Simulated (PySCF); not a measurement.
An unknown gives this computed stick spectrum. Level of theory: TDDFT PBE0/def2-SVPD, vertical, gas phase, core orbitals frozen in the response in PySCF. Geometries: GFN2-xTB, one conformer each.

```json
{"state": "S1", "ν̃ (cm⁻¹)": "43390", "f": "0.0095", "main configurations (H = HOMO, L = LUMO)": "H→L (93%)"}
{"state": "S2", "ν̃ (cm⁻¹)": "52710", "f": "0.0021", "main configurations (H = HOMO, L = LUMO)": "H-2→L (92%)"}
{"state": "S3", "ν̃ (cm⁻¹)": "55030", "f": "0.618", "main configurations (H = HOMO, L = LUMO)": "H→L+1 (78%), H-1→L (8%)"}
{"state": "S4", "ν̃ (cm⁻¹)": "55720", "f": "0.070", "main configurations (H = HOMO, L = LUMO)": "H-1→L (51%), H-1→L+1 (38%)"}
{"state": "S5", "ν̃ (cm⁻¹)": "56630", "f": "0.048", "main configurations (H = HOMO, L = LUMO)": "H→L+2 (86%)"}
{"state": "S6", "ν̃ (cm⁻¹)": "57600", "f": "0.099", "main configurations (H = HOMO, L = LUMO)": "H-1→L+1 (53%), H-1→L (20%), H-3→L (14%)"}
```

Triplets computed (Tamm–Dancoff): 4.26, 4.28 eV.

Question: Which structure fits? All have the formula C6H7F.
A. `FC1=CC[C@@H]2C[C@H]12`
B. `C=C[C@]1(F)CC1=C`
C. `F[C@]12C[C@@H]3[C@H](C1)[C@@H]32`
D. `FC1=CCC=CC1`

Answer: B. Its S1, at 5.38 eV, is the lowest among the candidates; the nearest of the others has S1 at 5.95 eV. S1 is HOMO→LUMO (93%). Löwdin shares by element: HOMO carbon 75% or more (atoms not listed hold the other 25%); LUMO carbon 67% or more (atoms not listed hold the other 33%). At the same level the other candidates give, for their lowest levels:
- `FC1=CC[C@@H]2C[C@H]12`: 6.45 eV (f 0.076); 6.55 eV (f 0.074); 6.73 eV (f 0.013); 7.04 eV (f 0.009); 7.29 eV (f 0.006); T1 4.22 eV; HOMO -6.69, LUMO 0.51 eV
- `FC1=CCC=CC1`: 5.95 eV (f 0.001); 6.51 eV (f 0.001); 6.65 eV (f 0.019); 7.11 eV (f 0.002); 7.13 eV (f 0.001); T1 4.36 eV; HOMO -6.88, LUMO 0.23 eV
- `F[C@]12C[C@@H]3[C@H](C1)[C@@H]32`: 7.22 eV (f 0.002); 7.47 eV (f 0.017); 7.81 eV (f 0.009); 7.95 eV (f 0.005); 8.00 eV (f 0.002); T1 7.09 eV; HOMO -7.50, LUMO 0.93 eV

The values belong to the conformer `[CH2:1]=[CH:2][C@:3]1([F:4])[CH2:5][C:6]1=[CH2:7]`: C1–C2–C3–F4 -1°.
